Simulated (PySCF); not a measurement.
Vertical excitations of a molecule C₂H₉AlN₂ from TDA-B3LYP/def2-SVPD run with PySCF, as energy in eV (oscillator strength): 5.01 (0.000), 5.62 (0.026), 5.65 (0.149), 5.87 (0.018), 6.23 (0.022), 6.26 (0.080), 6.30 (0.004), 6.48 (0.002), 6.79 (0.016), 6.97 (0.000). Lowest triplet (TDA): 4.76 eV. The structure is a stationary point at TPSSh-D3(BJ)/def2-SVP. One conformer was computed; it need not be the lowest.

Which structure fits?
A) C[NH][AlH][NH]C
B) C[CH2][Al]([NH2])[NH2]
C) C[N](C)[AlH][NH2]

A, C[NH][AlH][NH]C
